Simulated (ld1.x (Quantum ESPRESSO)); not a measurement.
## antimony (Sb): one change to a PAW potential, before and after

ld1.x (Quantum ESPRESSO) 7.5 input, shortened:

```
&input
   title='Sb', zed=51., rel=1, dft='BLYP', iswitch=3,
   config='[Kr] 4d10 5s2 5p3'
 /
 &inputp
   pseudotype=3, lpaw=.true., tm=.true., lloc=-1, rcloc=1.60,
   nlcc=.true., new_core_ps=.true.,
   which_augfun='GAUSS', rmatch_augfun=1.25
 /
6
5S  1  0   2.00   0.00  1.65  2.10  0.0
5S  1  0   0.00   0.40  1.65  2.10  0.0
5P  2  1   3.00   0.00  1.85  2.50  0.0
5P  2  1   0.00   0.05  1.85  2.50  0.0
4D  3  2  10.00   0.00  1.55  1.85  0.0
4D  3  2   0.00  -1.00  1.55  1.85  0.0
 &test
   configts(1)='4d10 5s2 5p3'
 /
```

Change: local potential all-electron potential smoothed inside 2.00 bohr (lloc = -1).

Cutoffs: the cutoffs (Ry, on a coarse ladder) from which the occupation-weighted sum of valence levels, in a spherical-Bessel basis at the reference potential, stays within 10 and 1 mRy of its value at 400 Ry; they do not see the model core or the augmentation charge, which bear on the density cutoff. Errors are all-electron minus pseudo energies relative to the spin-unpolarised reference configuration.

**Question.** Predict the effect on cutoff, ghosts and configuration errors.

**Answer.** The potential gets neither clearly harder nor softer (35 Ry and 55 Ry → 35 Ry and 55 Ry); the bound ghost in s disappears; of the 7 tests that both files solve, the error grows in 2 and shrinks in 3 by more than 15 % and 0.3 meV (median size 6.9 → 5.6 meV); the range in which the s phases agree narrows (upper end at the end of the scan → 2.9); the range in which the d phases agree widens (upper end 0.9 → at the end of the scan). A state that the projectors do not describe sees the local part alone, so a deeper or shallower local part can create or remove a ghost.

```tsv
quantity	base	changed
cutoff, loose	35 Ry	35 Ry
cutoff, tight	55 Ry	55 Ry
bound ghosts	s	none
error for 4d10 5s2 5p2, meV [ΔE 8.20 eV]	-2.1	-2.0
error for 4d10 5s2 5p1, meV [ΔE 24.11 eV]	-6.9	-5.6
error for 4d10 5s2 5p0, meV [ΔE 48.58 eV]	-18	-11
error for 4d9 5s2 5p4, meV [ΔE 31.04 eV]	-23	+585
error for 4d10 5s2 5p2.5, meV [ΔE 3.20 eV]	-0.9	-0.8
error for 4d10 5s1 5p4, meV [ΔE 8.16 eV]	-1.3	-0.9
error for 4d9 5s2 5p3, meV [ΔE 40.50 eV]	-89	+572
s: phases at 2.72 bohr within 0.05 rad from the reference energy up to (Ry; the scan ends near 5)	to the end of the scan	2.9
p: phases at 2.72 bohr within 0.05 rad from the reference energy up to (Ry; the scan ends near 5)	2.9	3.4
d: phases at 2.72 bohr within 0.05 rad from the reference energy up to (Ry; the scan ends near 5)	0.9	to the end of the scan
lowest overlap eigenvalue by channel	s 0.31, p 0.47, d 0.11	s 0.36, p 0.54, d 0.11
```

 A true bound ghost makes a file unfit for plane-wave use even where its test errors are small: the radial tests pick states by their node count and pass the ghost by.
